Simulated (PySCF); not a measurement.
# Gas-phase thermal properties of PbF₄

Energies from PySCF (xtb for GFN2), thermal terms from the rigid-rotor harmonic-oscillator model, ideal gas at 1 bar. 'Table' is the NASA 1993 thermochemical table (part measured, part estimated). S°(298 K) at PBE0/def2-TZVP differs from the NASA 1993 table for PbF₄ (+10 J/mol/K); whether the harmonic model or the table's entry is off was not settled. All species are closed-shell singlets. Pb: scalar-relativistic def2 core potential, no spin-orbit coupling. The harmonic model lacks anharmonicity and excited electronic states, which grow with temperature; levels with a mode under 35 cm⁻¹ are left out. Soft modes under 120 cm⁻¹ make the harmonic entropy rough for PbF₄. The table's entry may be an old estimate for PbF₄ (not checked at source).

```json
[
 {"level": "table", "point group": "-", "σ": "-", "ZPE (kJ/mol)": "-", "S°298 (J/mol/K)": "333.6", "Cp298 (J/mol/K)": "91.1", "S°1000 (J/mol/K)": "455.5", "H1000 − H298 (kJ/mol)": "71.6"},
 {"level": "GFN2-xTB", "point group": "Td", "σ": "12", "ZPE (kJ/mol)": "13.0", "S°298 (J/mol/K)": "360.5", "Cp298 (J/mol/K)": "97.8", "S°1000 (J/mol/K)": "486.1", "H1000 − H298 (kJ/mol)": "73.4"},
 {"level": "PBE/def2-SVP", "point group": "Td", "σ": "12", "ZPE (kJ/mol)": "16.6", "S°298 (J/mol/K)": "351.4", "Cp298 (J/mol/K)": "92.7", "S°1000 (J/mol/K)": "474.1", "H1000 − H298 (kJ/mol)": "72.1"},
 {"level": "PBE0/def2-TZVP", "point group": "Td", "σ": "12", "ZPE (kJ/mol)": "18.1", "S°298 (J/mol/K)": "343.9", "Cp298 (J/mol/K)": "90.9", "S°1000 (J/mol/K)": "465.6", "H1000 − H298 (kJ/mol)": "71.5"}
]
```
σ: rotational symmetry number. Electronic degeneracy used: 1. Frequencies are unscaled.
